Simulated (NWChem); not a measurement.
Cl₂ anion, doublet

```xyz
2

Cl     0.0000     0.0000    -1.3603
Cl     0.0000     0.0000     1.3603
```
Atoms are numbered in this order, from 1.

Results from NWChem. Pople sets run with spherical d functions. Spin-unrestricted. Sets without diffuse functions describe the anion's extra electron poorly. The geometry was optimised at B3LYP/def2-SVPD, spin-unrestricted. No stability test was run on the SCF state. B3LYP is NWChem's, with the RPA form of VWN correlation. Vzz is the largest principal value of the second derivative of the potential at the nucleus (NWChem prints the opposite sign); η is the asymmetry. Non-relativistic.

Task: Estimate the computed values for B3LYP/6-31G*. Quantities: Vzz Cl2 (a.u.); η Cl2.

Result: 
- Vzz Cl2 (a.u.): 2.547
- η Cl2: 0.00
